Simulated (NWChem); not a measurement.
System meant: SiH₃SO₂F; SMILES [Si](F)(O)(O)S

Here is an NWChem input.

```
start job
memory heap 200 mb stack 900 mb global 1100 mb
geometry units angstroms noautoz
  O     -1.282747    -0.962844     0.798038
  Si     0.055017    -0.336675     0.075310
  O      1.379671    -0.905157     0.854487
  F      0.093696    -0.794045    -1.469660
  S      0.000620     1.789646     0.148453
  H     -2.130510    -0.817078     0.354424
  H      1.386712    -1.857695     1.032112
  H      0.944201     1.983394    -0.798294
end
basis spherical
  O library def2-svp
  Si library def2-svp
  F library def2-svp
  S library def2-svp
  H library def2-svp
end
dft
  xc xpbe96 cpbe96
  iterations 4
  mulliken
end
task dft energy
```

End of the output:

```
    Atom       Charge   Shell Charges
 -----------   ------   -------------------------------------------------------
    1 O    8     8.19   1.97  0.88  0.59  2.72  2.01  0.01
    2 Si  14    13.66   2.00  1.92  0.60  0.26  5.81  1.21  0.92  0.94
    3 O    8     8.18   1.97  0.88  0.59  2.71  2.00  0.01
    4 F    9     9.17   1.98  1.02  0.76  3.20  2.21  0.01
    5 S   16    15.99   2.00  1.95  0.99  0.68  5.81  1.91  2.62  0.05
    6 H    1     0.90   0.55  0.17  0.18
    7 H    1     0.90   0.55  0.17  0.18
    8 H    1     1.00   0.61  0.31  0.08

 center of mass
 --------------
 x =  -0.03056096 y =   0.00213951 z =  -0.00907436

 moments of inertia (a.u.)
 ------------------
         777.359012759921          -0.000000000000          -0.000000000000
          -0.000000000000         462.302287951144          -0.000000000000
          -0.000000000000          -0.000000000000         781.945052008354

     Multipole analysis of the density
     ---------------------------------

     L   x y z        total         alpha         beta         nuclear
     -   - - -        -----         -----         ----         -------
     0   0 0 0     -0.000000    -29.000000    -29.000000     58.000000

     1   1 0 0     -0.088373     -0.044186     -0.044186      0.000000
     1   0 1 0      0.390553      0.195277      0.195277      0.000000
     1   0 0 1     -0.315903     -0.157952     -0.157952     -0.000000

     2   2 0 0    -32.853809    -74.992621    -74.992621    117.131433
     2   1 1 0      2.453132     -3.413989     -3.413989      9.281110
     2   1 0 1     -1.541330      1.152426      1.152426     -3.846182
     2   0 2 0    -28.853070   -158.043743   -158.043743    287.234415
     2   0 1 1      0.577246     -0.026159     -0.026159      0.629563
     2   0 0 2    -28.584723    -77.467799    -77.467799    126.350874

 ------------------------------------------------------------------------
 dft energy failed                                                                                  0
 ------------------------------------------------------------------------
 ------------------------------------------------------------------------
  current input line :
    25: task dft energy
 ------------------------------------------------------------------------
 ------------------------------------------------------------------------
 This type of error is most commonly associated with calculations not reaching convergence criteria
 ------------------------------------------------------------------------
 For more information see the NWChem manual at https://nwchemgit.github.io

0:dft energy failed:Received an Error in Communication
```

Find the fault in this run and fix the input.

Convergence was not reached. Cause: the SCF was allowed too few iterations. This input runs:
```
start job
memory heap 200 mb stack 900 mb global 1100 mb
geometry units angstroms noautoz
  O     -1.282747    -0.962844     0.798038
  Si     0.055017    -0.336675     0.075310
  O      1.379671    -0.905157     0.854487
  F      0.093696    -0.794045    -1.469660
  S      0.000620     1.789646     0.148453
  H     -2.130510    -0.817078     0.354424
  H      1.386712    -1.857695     1.032112
  H      0.944201     1.983394    -0.798294
end
basis spherical
  O library def2-svp
  Si library def2-svp
  F library def2-svp
  S library def2-svp
  H library def2-svp
end
dft
  xc xpbe96 cpbe96
  iterations 150
  mulliken
end
task dft energy
```
It converges to -938.97850 Ha (PBE/def2-SVP).
